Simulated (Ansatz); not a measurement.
Mo₄⁻. Total charge -1; doublet. Geometry PBE0-D4/def2-SVPD; atoms count from 1.

```csv
atom,x (Å),y (Å),z (Å)
Mo1,1.236,0.273,0.755
Mo2,1.290,-1.254,-0.703
Mo3,-1.292,1.248,0.710
Mo4,-1.233,-0.266,-0.762
```

In the def2 sets Mo takes a core potential; there is no spin–orbit coupling. The charge -1 doublet is spin-contaminated (final ⟨S²⟩ up to 4.52, 0.75 for a pure state). The geometry of the doublet was relaxed on an unsound state (⟨S²⟩ 4.48, where a pure state has 0.75). The structure comes from a short search, and lower isomers may exist.

(1) Estimate the Mulliken populations from the PBE0/def2-TZVPD orbitals of Ansatz.

(2) Where does the spin sit?

(3) And the Mayer bond orders between bonded heavy atoms (over 0.3)?

Results:

(1) 
```json
{"atom": "Mo1", "charge (e)": "-0.25", "spin (α − β)": "3.67", "d electrons": "4.90"}
{"atom": "Mo2", "charge (e)": "-0.25", "spin (α − β)": "-3.17", "d electrons": "4.87"}
{"atom": "Mo3", "charge (e)": "-0.25", "spin (α − β)": "-3.17", "d electrons": "4.87"}
{"atom": "Mo4", "charge (e)": "-0.25", "spin (α − β)": "3.67", "d electrons": "4.90"}
```
Mulliken values and Mayer orders depend strongly on the basis. With diffuse functions, as here, like atoms can get unlike values, and bond orders can come out too low or too high.

(2) Summed by element: Mo 1.00, of 1 unpaired in all. Largest on single atoms: Mo4 3.67, Mo1 3.67, Mo3 -3.17.

(3) Mo1–Mo2 3.02 (2.11 Å); Mo1–Mo3 0.95 (2.71 Å); Mo1–Mo4 0.76 (2.95 Å); Mo2–Mo4 0.95 (2.71 Å); Mo3–Mo4 3.02 (2.11 Å).
